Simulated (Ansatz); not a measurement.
`[Cl][Al]([Cl])[GeH3]` and `C[NH][Al]([Cl])[Cl]` differ in one atom or group.

Ansatz, PBE0-D4/def2-TZVP geometries, multiplicity 1. Each molecule was computed in one conformer, which needn't be the lowest.

Scalar relativity is left out up to krypton.

```
                                        property  `[Cl][Al]([Cl])[GeH3]`
            HOMO–LUMO gap (PBE0/def2-TZVPP) / eV                    6.50
  zero-point energy (PBE0-D4/def2-TZVP) / kJ/mol                    69.5
               HOMO energy (PBE/def2-TZVPP) / eV                   -7.16
              LUMO energy (PBE0/def2-TZVPP) / eV                   -1.78
             LUMO energy (B3LYP/def2-TZVPP) / eV                   -1.93
size of the dipole moment (B3LYP/def2-TZVPP) / D                    1.33
```

Task: What does the change do to each property? (An estimate is asked.)

Result: Ansatz gave: 
| property | `C[NH][Al]([Cl])[Cl]` | shift |
| --- | --- | --- |
| HOMO–LUMO gap (PBE0/def2-TZVPP) / eV | 6.75 | 0.25 |
| zero-point energy (PBE0-D4/def2-TZVP) / kJ/mol | 152.3 | 82.8 |
| HOMO energy (PBE/def2-TZVPP) / eV | -5.94 | 1.22 |
| LUMO energy (PBE0/def2-TZVPP) / eV | -0.53 | 1.25 |
| LUMO energy (B3LYP/def2-TZVPP) / eV | -0.80 | 1.13 |
| size of the dipole moment (B3LYP/def2-TZVPP) / D | 2.35 | 1.02 |

With PBE0 the HOMO rises by 1.00 eV and the LUMO rises by 1.25 eV, so the gap widens by about 0.25 eV. PBE moves the HOMO by 1.22 eV and ωB97M-V by 0.65 eV. The zero-point energy changes by 82.8 kJ/mol with +6 modes. Dipoles are sizes alone; their direction can turn.

B3LYP here is the variant with VWN-RPA as its local correlation; programs differ in this.
